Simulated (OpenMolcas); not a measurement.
Tc5+ among 3 point charges of -1 e arranged as a planar triangle (D3h).

- Program: OpenMolcas
- Method: SS-CASPT2, IPEA 0.25 Eh, imaginary shift 0.1 Eh (closed shells correlated: 4s 4p)
- Basis: ANO-RCC-VDZP [6s5p3d1f]
- Scalar Hamiltonian: DKH2, point nucleus
- Active space: 2 electrons in 5 orbitals (4d)
- State averaging: 2S+1 = 3 even, 10 roots; 2S+1 = 1 even, 15 roots
- Spin-orbit coupling: state interaction with AMFI integrals over the reference wave functions

All point charges move together. At R = 1.73 Å the first state of the same spin is 1410 cm-1, and at R = 2.07 Å it is 640 cm-1.

Q: A third run gives 920 cm-1. What distance was it run at?

A: With a power law R^-n the two known points give n = -ln(640 / 1410) / ln(2.07 / 1.73) = 4.40. Then R = 1.73 × (1410 / 920)^(1/4.40) = 1.906 Å. The run was at 1.92 Å, so the estimate is off by -0.014 Å.

Roots that are degenerate in the reference are averaged as groups; the widest CASPT2 spread within a group is 110 cm-1 (the 2-fold group of multiplicity 3 near 7150 cm-1 above the lowest state of its run, R = 1.73). Shifts and gaps below about the spread of the groups concerned are not significant. Free-ion shares, where given, are those of the reference states; single-state CASPT2 does not remix them. Spin-orbit coupling mixes the spin-free states strongly: the lowest level takes only 59 % from its leading state, 3A2 (figures for R = 1.73; the like holds for R = 1.92, R = 2.07). The ground term spreads over less than 5000 cm-1, several times less than with real ligands, so orbital moments are less quenched and χT lies further from the spin-only value than at real sites (holds for R = 2.07). This is an electrostatic model: the charges have no orbitals. An unlabelled pair can be two single states that coincide in this model. No measured value stands beside these numbers.
